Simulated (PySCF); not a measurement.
# Polarisability and C₆ of O⁺ (oxygen, charge +1)

[He] 2s2 2p3, high-spin 4S determinant. Calculation: PySCF 2.14, in dyall-av3z (15s9p3d2f, 71 functions); no relativity, point nucleus. Coupled (time-dependent) response in atomic units; α is the mean over directions.

```json
{"method": "UHF", "mean α (bohr³)": "2.632", "C₆ (like pair)": "4.957", "S(−4)": "5.030"}
{"method": "PBE", "mean α (bohr³)": "2.680", "C₆ (like pair)": "5.286", "S(−4)": "4.315"}
{"method": "PBE0", "mean α (bohr³)": "2.633", "C₆ (like pair)": "5.130", "S(−4)": "4.293"}
{"method": "M06-L", "mean α (bohr³)": "2.596", "C₆ (like pair)": "5.081", "S(−4)": "4.094"}
{"method": "MN15", "mean α (bohr³)": "2.648", "C₆ (like pair)": "5.064", "S(−4)": "4.661"}
```

S(−4) is the Cauchy moment in α(ω) = α(0) + S(−4) ω² + …

α(iu) at PBE0:

```
u (hartree)  α(iu) (bohr³)
          0          2.633
     0.0500          2.622
      0.100          2.591
      0.200          2.478
      0.300          2.321
      0.500          1.971
      0.750          1.584
       1.00          1.282
       1.50         0.8709
       2.00         0.6223
       3.00         0.3579
       5.00         0.1602
```

A single London oscillator, α(iu) = α/(1 + u²/ω²), gives C₆ = (3/4) ω α². Matching the computed C₆ needs ω = 4 × 5.130 / (3 × 2.633²) = 0.987 hartree.

For an ion, C₆ is the dispersion term alone; charge-induced terms of lower order in 1/R come first.
